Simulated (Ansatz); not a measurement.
`NB(O)O` and `CB(N)O` differ in one atom or group.

Ansatz, PBE0-D4/def2-TZVP geometries, multiplicity 1. Each molecule was computed in one conformer, which needn't be the lowest.

```csv
property,`NB(O)O`
HOMO energy (PBE/def2-TZVPP) / eV,-6.07
size of the dipole moment (B3LYP/def2-TZVPP) / D,1.99
zero-point energy (PBE0-D4/def2-TZVP) / kJ/mol,159.5
HOMO–LUMO gap (PBE0/def2-TZVPP) / eV,8.17
size of the dipole moment (ωB97M-V/def2-TZVPP) / D,1.99
HOMO–LUMO gap (ωB97M-V/def2-TZVPP) / eV,11.92
```

**Question.** What does the change do to each property? (An estimate is asked.)

**Answer.** The calculation gave: 
```json
{"property": "HOMO energy (PBE/def2-TZVPP) / eV", "`CB(N)O`": "-6.12", "shift": "-0.05"}
{"property": "size of the dipole moment (B3LYP/def2-TZVPP) / D", "`CB(N)O`": "0.86", "shift": "-1.13"}
{"property": "zero-point energy (PBE0-D4/def2-TZVP) / kJ/mol", "`CB(N)O`": "218.1", "shift": "58.6"}
{"property": "HOMO–LUMO gap (PBE0/def2-TZVPP) / eV", "`CB(N)O`": "8.34", "shift": "0.17"}
{"property": "size of the dipole moment (ωB97M-V/def2-TZVPP) / D", "`CB(N)O`": "0.86", "shift": "-1.13"}
{"property": "HOMO–LUMO gap (ωB97M-V/def2-TZVPP) / eV", "`CB(N)O`": "12.02", "shift": "0.10"}
```

The zero-point energy changes by 58.6 kJ/mol with +6 modes. Dipoles are sizes alone; their direction can turn.

B3LYP here is the variant with VWN-RPA as its local correlation; programs differ in this.
